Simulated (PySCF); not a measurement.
## Partial charges of `O=CCC(=O)OC1=CC1`

Compound: C6H6O3.
Z-matrix (Å and degrees, GFN2-xTB geometry), rows numbered from 1:
```
O 
C   1  1.1935
C   2  1.5134  1  124.57
C   3  1.5142  2  108.39  1   123.27
O   4  1.1970  3  125.53  2    66.37
O   4  1.3513  3  109.86  2  -112.10
C   6  1.3440  4  118.53  3   178.40
C   7  1.2983  6  152.41  4     1.67
C   7  1.4882  6  141.98  4  -178.29
H   2  1.1043  1  122.53  3   179.42
H   3  1.0918  2  107.71  1  -119.86
H   3  1.0896  2  110.63  1     1.64
H   8  1.0600  7  151.15  9   179.91
H   9  1.0844  7  119.58  8  -105.90
H   9  1.0843  7  119.62  8   105.89
```

Density: PBE0/pcSseg-1 (PySCF); schemes: Mulliken, IAO, Hirshfeld and ESP-fitted. The structure is a single GFN2-xTB conformer in the gas phase; no vibrational or solvent corrections.

Question: Tabulate the Mulliken, IAO, Hirshfeld and ESP-fitted charges.

Answer: In e:

```
atom                    environment  Mulliken     IAO  Hirshfeld  ESP-fitted
  O1                aldehyde oxygen    -0.324  -0.359     -0.208      -0.457
  C2                aldehyde carbon    +0.232  +0.277     +0.144      +0.558
  C3  sp3 carbon next to a carbonyl    -0.229  -0.373     -0.083      -0.335
  C4          ester carbonyl carbon    +0.413  +0.530     +0.226      +0.735
  O5          ester carbonyl oxygen    -0.364  -0.426     -0.235      -0.521
  O6     ester single-bonded oxygen    -0.412  -0.281     -0.067      -0.371
  C7  vinylic carbon bearing oxygen    +0.176  +0.178     +0.060      +0.276
  C8               alkene CH carbon    -0.142  -0.197     -0.063      -0.264
  C9                 allylic carbon    -0.138  -0.266     -0.091      -0.207
 H10                formyl hydrogen    +0.100  +0.113     +0.048      -0.027
 H11             methylene hydrogen    +0.182  +0.190     +0.072      +0.116
 H12             methylene hydrogen    +0.164  +0.181     +0.056      +0.117
 H13               vinylic hydrogen    +0.089  +0.183     +0.077      +0.201
 H14             methylene hydrogen    +0.127  +0.126     +0.032      +0.090
 H15             methylene hydrogen    +0.125  +0.125     +0.032      +0.088
```

Mean size of the charges over all atoms: ESP-fitted 0.291 e, IAO 0.254 e, Mulliken 0.214 e, Hirshfeld 0.100 e. Each set sums to the total charge, 0, to within 0.001 e. The Mulliken scheme counts on each atom the diagonal of the density matrix times the overlap matrix over that atom's basis functions.

Lowest charge. The schemes don't all agree: Mulliken O6 (-0.412); IAO O5 (-0.426); Hirshfeld O5 (-0.235); ESP-fitted O5 (-0.521).

Highest charge. All schemes agree: Mulliken C4 (+0.413); IAO C4 (+0.530); Hirshfeld C4 (+0.226); ESP-fitted C4 (+0.735).

Question: How many electrons does the Hirshfeld scheme count on C7?

Answer: Z − q = 6 − (+0.060) = 5.940.

Question: Sum the charges by element.

Answer: 
```csv
element,atoms,Mulliken,IAO,Hirshfeld,ESP-fitted
O,3,-1.100,-1.067,-0.511,-1.349
C,6,+0.313,+0.149,+0.194,+0.764
H,6,+0.787,+0.918,+0.317,+0.586
```

Question: How closely do the schemes follow one another over all atoms?

Answer: Correlation coefficient and root-mean-square difference: Mulliken with IAO 0.97, 0.076 e; IAO with ESP-fitted 0.96, 0.115 e; IAO with Hirshfeld 0.96, 0.168 e; Hirshfeld with ESP-fitted 0.95, 0.240 e; Mulliken with ESP-fitted 0.94, 0.149 e; Mulliken with Hirshfeld 0.93, 0.136 e.
